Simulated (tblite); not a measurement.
Species: C5H8BF3O.
Atom-mapped SMILES: `[CH3:1][O:2][C@H:3]([F:4])/[CH:5]=[CH:6]\[CH2:7][B:8]([F:9])[F:10]` (hydrogens: H11, H12, H13 on C1; H14 on C3; H15 on C5; H16 on C6; H17, H18 on C7)

Computed with GFN2-xTB (tblite), gas phase: L-BFGS steps from a force-field or distance-geometry start until the largest atomic force falls under 0.01 eV/Å.

The end geometry, which sets the zero of energy:
```
atom  x, y, z in Å
C1      2.9180    0.0876    0.7909
O2      1.8620    0.9474    0.4048
C3      0.8045    0.3207   -0.1902
F4      1.2030   -0.1867   -1.4415
C5     -0.3194    1.2977   -0.3714
C6     -1.4881    1.0002   -0.9185
C7     -1.8773   -0.3511   -1.4414
B8     -2.2580   -1.4060   -0.3276
F9     -2.0009   -1.2519    0.9552
F10    -2.8455   -2.5484   -0.6165
H11     3.6554    0.7170    1.2827
H12     2.5571   -0.6781    1.4869
H13     3.3674   -0.3973   -0.0802
H14     0.4836   -0.5828    0.3649
H15    -0.0899    2.2909   -0.0215
H16    -2.2405    1.7715   -0.9937
H17    -2.6999   -0.2528   -2.1513
H18    -1.0404   -0.7716   -2.0082
```

Question: These geometries come from the run, each turned onto the end geometry. Order them by energy, lowest first.
A.
```
atom  x, y, z in Å
C1      2.9120    0.0740    0.7900
O2      1.8548    0.9435    0.4266
C3      0.8137    0.3402   -0.2173
F4      1.2413   -0.1095   -1.4825
C5     -0.3169    1.3123   -0.3867
C6     -1.4887    0.9942   -0.9170
C7     -1.8593   -0.3696   -1.4211
B8     -2.2780   -1.3965   -0.2946
F9     -2.0502   -1.2198    0.9905
F10    -2.8725   -2.5368   -0.5776
H11     3.6077    0.6701    1.3772
H12     2.5351   -0.7607    1.3934
H13     3.4226   -0.3207   -0.0947
H14     0.4861   -0.5882    0.2900
H15    -0.0941    2.3122   -0.0515
H16    -2.2557    1.7524   -0.9888
H17    -2.6607   -0.2912   -2.1572
H18    -1.0062   -0.7995   -1.9554
```
B.
```
atom  x, y, z in Å
C1      2.7363    0.0400    0.9242
O2      2.0439    1.0280    0.1905
C3      1.1137    0.5756   -0.7242
F4      1.5812    0.8552   -2.0131
C5     -0.1852    1.3006   -0.5049
C6     -1.4094    0.8292   -0.6915
C7     -1.7813   -0.5283   -1.2078
B8     -2.5406   -1.4640   -0.1844
F9     -2.4695   -1.3820    1.1260
F10    -3.2977   -2.4526   -0.6128
H11     3.5241    0.5625    1.4621
H12     2.0662   -0.4431    1.6447
H13     3.1775   -0.7217    0.2760
H14     1.0134   -0.5215   -0.6903
H15    -0.0190    2.3069   -0.1490
H16    -2.2495    1.4767   -0.4675
H17    -2.4211   -0.4046   -2.0852
H18    -0.8921   -1.0507   -1.5693
```
C.
```
atom  x, y, z in Å
C1      2.8411    0.0242    0.8784
O2      1.8038    0.9220    0.5129
C3      0.9711    0.4655   -0.4719
F4      1.6290    0.5395   -1.7159
C5     -0.2624    1.3157   -0.4909
C6     -1.4748    0.9030   -0.8241
C7     -1.8413   -0.4635   -1.3220
B8     -2.4634   -1.4022   -0.2162
F9     -2.3057   -1.1641    1.0658
F10    -3.1231   -2.5063   -0.4890
H11     3.5588    0.6008    1.4606
H12     2.4234   -0.7839    1.4907
H13     3.3368   -0.3961   -0.0039
H14     0.7500   -0.6076   -0.3586
H15    -0.0530    2.3305   -0.1976
H16    -2.3174    1.5719   -0.7252
H17    -2.5297   -0.3759   -2.1651
H18    -0.9519   -0.9673   -1.7048
```
D.
```
atom  x, y, z in Å
C1      2.8967    0.0404    0.8349
O2      1.7898    0.8874    0.5822
C3      0.8941    0.3936   -0.3228
F4      1.5090    0.3221   -1.5891
C5     -0.2974    1.2986   -0.4218
C6     -1.4698    0.9373   -0.9175
C7     -1.8499   -0.4409   -1.3770
B8     -2.3876   -1.3676   -0.2110
F9     -2.2465   -1.0890    1.0665
F10    -3.0177   -2.4986   -0.4508
H11     3.5400    0.5848    1.5213
H12     2.5718   -0.9000    1.2946
H13     3.4355   -0.1676   -0.0929
H14     0.6074   -0.6540   -0.1122
H15    -0.1019    2.3082   -0.1014
H16    -2.2648    1.6661   -0.9788
H17    -2.6169   -0.3732   -2.1506
H18    -1.0007   -0.9411   -1.8502
```
E.
```
atom  x, y, z in Å
C1      2.9144    0.0793    0.8090
O2      1.8301    0.9221    0.4671
C3      0.8417    0.3359   -0.2677
F4      1.3295   -0.0077   -1.5467
C5     -0.2957    1.3023   -0.4191
C6     -1.4816    0.9769   -0.9112
C7     -1.8682   -0.3906   -1.3934
B8     -2.3319   -1.3884   -0.2571
F9     -2.1524   -1.1673    1.0282
F10    -2.9226   -2.5361   -0.5213
H11     3.5141    0.6322    1.5294
H12     2.5662   -0.8535    1.2664
H13     3.5120   -0.1613   -0.0748
H14     0.5212   -0.6367    0.1559
H15    -0.0589    2.3098   -0.1159
H16    -2.2499    1.7345   -0.9718
H17    -2.6588   -0.3041   -2.1399
H18    -1.0181   -0.8408   -1.9139
```

Answer: A (0.003 eV), E (0.014 eV), D (0.040 eV), C (0.087 eV), B (0.200 eV).

In the order of the answer:

```tsv
step	E above end (eV)	largest force (eV/Å)	rms force component (eV/Å)	rms distance from end (Å)	rms bond change (Å)	bond most changed (Å)
109	0.003	0.06	0.015	0.065	0.001	C1–H13 +0.002
99	0.014	0.08	0.025	0.161	0.001	C3–F4 +0.004
68	0.040	0.11	0.034	0.262	0.001	C7–B8 +0.003
50	0.087	0.18	0.064	0.357	0.003	C3–H14 -0.006
29	0.200	0.16	0.042	0.567	0.005	O2–C3 +0.015
```

What follows is the cost of the whole relaxation. Time: 1.0 s of wall time. Hardware: an Arm Neoverse V1 with one thread, no GPU, shared host with 32 logical CPUs at a one-minute load of 18.
